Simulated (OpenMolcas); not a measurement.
# Lines of W2+: computed and rescaled rates

```yaml
Program: OpenMolcas
Method: RASSCF
Basis: ANO-RCC-VQZP [9s8p6d4f3g2h]
Scalar_Hamiltonian: DKH2, point nucleus
Active_space: 10 electrons in 8 orbitals (RAS1 5p, at most 2 holes; RAS2 5d)
State_averaging: 2S+1 = 5 even, 5 roots; 2S+1 = 3 even, 45 roots; 2S+1 = 1 even, 50 roots
Spin-orbit_coupling: RASSI with atomic mean-field integrals over the reference wave functions, term energies averaged over their components
```

Rates come from the transition moments of the reference wave functions (E1 and E2 in the length form). At fixed line strength A goes as λ^-3 for E1 and M1 and as λ^-5 for E2, so a rate at the computed wavelength can be rescaled to the measured one. Measured vacuum wavelengths follow from level energies in NIST levels as listed in McCann et al., Mon. Not. R. Astron. Soc. 538, 537 (2025). Branching counts decays inside the model space alone, at computed energies, and the table is only a selection of the M1 lines, drawn from those between levels with measured partners whose computed energy lies within a factor of 1.5 of the measured one.

```csv
Upper,Lower,Type,λ computed (nm),λ measured (nm),A computed (s-1),A rescaled (s-1),Branching %
5d⁴ ⁵D₄,5d⁴ ⁵D₃,M1,5527,7098,1.50e-01,7.08e-02,100.0
5d⁴ ⁵D₁,5d⁴ ⁵D₀,M1,5223,4432,3.27e-01,5.35e-01,100.0
5d⁴ ⁵D₃,5d⁴ ⁵D₂,M1,4971,5505,3.57e-01,2.63e-01,100.0
5d⁴ ⁵D₂,5d⁴ ⁵D₁,M1,4687,4535,5.06e-01,5.59e-01,100.0
5d⁴ ³H₄ [59 %],5d⁴ ⁵D₃,M1,906.2,1347,6.49e-01,,21.1
```

Spin-changing lines and M1 lines between different terms are not rescaled, since their strength hangs on the term gaps too.

The largest correction is for 5d⁴ ⁵D₄ → 5d⁴ ⁵D₃ (M1): 1.50e-01 × (5527 / 7098)^3 = 7.08e-02 s-1, a factor of 0.47.

These are rates of the free ion; in crystals, glasses and complexes forced electric-dipole and non-radiative decay shorten such lifetimes by orders of magnitude. No measured rate stands beside these. Rescaling mends the energy factor alone: line strengths can still be far off where a level mixes with configurations outside the active space, and weak or spin-changing lines hang on small mixing coefficients that depend on the term gaps too, so rescaling need not improve them.

Without dynamic correlation excited terms often stand tens of per cent too high (terms of higher spin than the ground term too low), and those without a measured partner can miss by more than the paired ones. Active for correlation alone: 5p; no level in the range computed is led by a configuration that opens it, so any true level of that kind is missing. Computed and measured levels are paired by configuration, term and J; levels that our copy of the source lacks, or whose pairing is in doubt (as where it misses far off the trend of its configuration), stay unpaired. Levels of configurations outside the active space are missing.

A share in square brackets marks a mixed level and gives the weight of the term that names it.
